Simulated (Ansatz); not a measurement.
```yaml
crystal:
  periodic: [false, false, false]
  atoms:
    - {symbol: Cl, position_ang: [-3.097358, -0.859587, 0.325644]}
    - {symbol: Si, position_ang: [-1.530600, -0.824409, -0.977910]}
    - {symbol: Cl, position_ang: [-0.958897, -2.713047, -1.487404]}
    - {symbol: Cl, position_ang: [-2.136463, 0.128737, -2.667625]}
    - {symbol: B, position_ang: [0.000080, -0.001601, 0.002435]}
    - {symbol: Si, position_ang: [0.690903, -0.852851, 1.669489]}
    - {symbol: Cl, position_ang: [2.644101, -1.313191, 1.310633]}
    - {symbol: Cl, position_ang: [0.525520, 0.531924, 3.155448]}
    - {symbol: Cl, position_ang: [-0.256274, -2.545121, 2.277533]}
    - {symbol: Si, position_ang: [0.843412, 1.670040, -0.687157]}
    - {symbol: Cl, position_ang: [2.392873, 2.412999, 0.398146]}
    - {symbol: Cl, position_ang: [1.527963, 1.248621, -2.560147]}
    - {symbol: Cl, position_ang: [-0.624760, 3.082685, -0.744084]}
basis:
  gaussian: {orbitals: cc-pVTZ}
hamiltonian: {xc: {name: HF}}
correlation: {method: mp2, frozen_orbitals: {Cl: 0}}
output: {forces: true}
```

```sh
$ ansatz run in.yaml --threads 4 --pin off --events-out ev --progress --plain --max-ram 63488MiB --backend cuda --devices 0, --max-vram 37GiB
```

Shortened log:

```
Functional definition: HF
Error: "frozen_orbitals" has no count for Si
```

Task: Something in this input is off. What?

Result: Frozen orbitals are typed for one element alone, and the program wants a count for each. The program refused the input.
